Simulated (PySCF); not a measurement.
Cl₂OV, charge +1, multiplicity 1. Atoms are numbered in the order given.

```xyz
4

V     -0.3618    -0.4084     0.0000
O      0.4804    -1.6620     0.0000
Cl     0.1317     0.6673     1.6979
Cl     0.1317     0.6673    -1.6979
```
Charge +1, spin multiplicity 1.

The structure is a stationary point at PBE0-D3(BJ)/def2-SVP. The spin state was assumed, not searched. The isomer is the one that the SMILES or the coordinates give; other isomers of the formula were not compared.

Method: PySCF with TDA-PBE/def2-SVPD.

Vertical excitations.  State labels are in the subgroup Cs.

```tsv
state	symmetry	energy (eV)	λ (nm)	f	main pairs
S1	A"	2.16	575	0.001	HOMO→LUMO 96 %
S2	A'	2.58	481	0.000	HOMO−1→LUMO 67 %, HOMO→LUMO+1 32 %
S3	A'	2.64	470	0.001	HOMO→LUMO+1 67 %, HOMO−1→LUMO 31 %
S4	A"	2.96	418	0.004	HOMO−2→LUMO 54 %, HOMO−1→LUMO+1 42 %
S5	A"	3.26	380	0.010	HOMO−1→LUMO+1 45 %, HOMO→LUMO+2 26 %, HOMO−2→LUMO 19 %, HOMO−3→LUMO+1 7 %
S6	A'	3.40	365	0.006	HOMO−2→LUMO+1 74 %, HOMO−3→LUMO 23 %
S7	A"	3.61	343	0.016	HOMO→LUMO+2 65 %, HOMO−3→LUMO+1 18 %
S8	A'	3.79	327	0.001	HOMO−3→LUMO 57 %, HOMO−5→LUMO 16 %, HOMO−2→LUMO+1 13 %
S9	A'	4.00	310	0.003	HOMO−1→LUMO+2 92 %
S10	A"	4.08	304	0.002	HOMO−2→LUMO+2 77 %, HOMO−3→LUMO+1 19 %
T1	A"	1.95	636	0	HOMO→LUMO 99 %
T2	A'	2.38	521	0	HOMO→LUMO+1 89 %
T3	A'	2.43	511	0	HOMO−1→LUMO 87 %
T4	A"	2.49	497	0	HOMO−2→LUMO 95 %
```
Triplets are in the Tamm–Dancoff approximation.
